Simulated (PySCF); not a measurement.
C₃H₉ClOSi, SMILES OCCC[SiH2]Cl. Atoms are numbered in the order given.

```xyz
15

O     -2.6329    -0.7296     0.7853
C     -2.2467    -0.9711    -0.5499
C     -1.5897     0.2434    -1.2068
C     -0.4405     0.8323    -0.3774
Si     0.9525    -0.3706    -0.0166
Cl     2.5740     0.7146     0.6926
H     -3.3060    -0.0390     0.7805
H     -3.1002    -1.3142    -1.1673
H     -1.5347    -1.8139    -0.5093
H     -2.3570     1.0206    -1.3792
H     -1.2303    -0.0536    -2.2078
H     -0.8207     1.1925     0.5925
H      0.0008     1.7032    -0.8901
H      1.3821    -1.0719    -1.2598
H      0.5986    -1.3735     1.0203
```

Coordinates come from a ωB97X-D3(BJ)/def2-SVP optimisation. The structure was generated by enumeration, and PubChem lists no compound with its InChIKey, so it may never have been made. One conformer was computed; it need not be the lowest.

Calculation: PySCF with KT2/pcSseg-1.

GIAO shieldings, no solvent; atoms listed in one row are averaged. δ = σ(ref) − σ: ¹⁷O against H2O (σ = 330.4 ppm); ¹³C against TMS (σ = 185.1 ppm); ²⁹Si against TMS (σ = 361.9 ppm); ³⁵Cl against HCl (σ = 945.4 ppm); ¹H against TMS (σ = 31.47 ppm), references at their B3LYP-D3(BJ)/def2-TZVP geometries, non-relativistic (without spin–orbit terms, shifts of atoms bonded to Cl or Br come out too high).

Computed chemical shifts:
```
nucleus  atoms  count  δ (ppm)
-------  -----  -----  -------
¹⁷O         O1      1     41.3
¹³C         C2      1     69.2
¹³C         C3      1     35.4
¹³C         C4      1     17.0
²⁹Si       Si5      1      0.0
³⁵Cl       Cl6      1    -48.7
¹H         H15      1     5.79
¹H         H14      1     5.40
¹H          H8      1     4.26
¹H          H9      1     3.56
¹H         H12      1     2.21
¹H         H10      1     2.02
¹H         H11      1     1.93
¹H         H13      1     1.20
¹H          H7      1    -0.66
```
